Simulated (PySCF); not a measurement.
Cl4Ti, multiplicity 1.

```xyz
5

Ti     0.0000     0.0000     0.0000
Cl     1.7583    -1.0152    -0.7178
Cl     0.0000     2.0303    -0.7178
Cl    -1.7583    -1.0152    -0.7178
Cl     0.0000     0.0000     2.1535
```
Charge 0, spin multiplicity 1.

Geometry optimised at PBE0-D3(BJ)/def2-SVP. The multiplicity is an assumed one; no other spin state was optimised. The isomer is the one that the SMILES or the coordinates give; other isomers of the formula were not compared.

Method: PySCF with PBE0/pcSseg-1. Non-relativistic, no solvent.

Problem. Give the absolute GIAO shielding of each atom: isotropic value and principal components (ppm). (The exact figures need the calculation; the answer reports its results.)

Solution. 
```tsv
atom	σ(iso)	σ11	σ22	σ33	span
Ti1	-982.2	-982.2	-982.2	-982.2	0.0
Cl2	-6.0	-472.6	-472.6	927.1	1399.7
Cl3	-6.0	-472.6	-472.6	927.2	1399.8
Cl4	-6.0	-472.6	-472.6	927.1	1399.7
Cl5	-6.0	-472.6	-472.6	927.2	1399.8
```
